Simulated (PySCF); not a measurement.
A calculated (PBE0, PySCF 2.14, cc-pVDZ, the non-relativistic Hamiltonian (point nucleus)) atom or ion has these occupied shells.

```
shell  electrons  orbital energy (eV)  rms radius, mean of both spins (bohr)
 1s α          1              -6424.8                                 0.0712
 1s β          1              -6424.7                                 0.0712
 2s α          1              -756.73                                  0.306
 2s β          1              -754.20                                  0.306
 2p α          3              -648.83                                  0.275
 2p β          3              -646.71                                  0.275
 3s α          1              -100.05                                  0.925
 3s β          1              -93.332                                  0.925
 3p α          3              -68.767                                  0.990
 3p β          3              -61.570                                  0.990
 3d α          5              -18.937                                   1.30
 4s α          1              -13.095                                   3.00
```

Task: Name the element and its charge.

Result: Mn+ (manganese, charge +1), in [Ar] 3d5 4s1, high-spin 7S determinant.
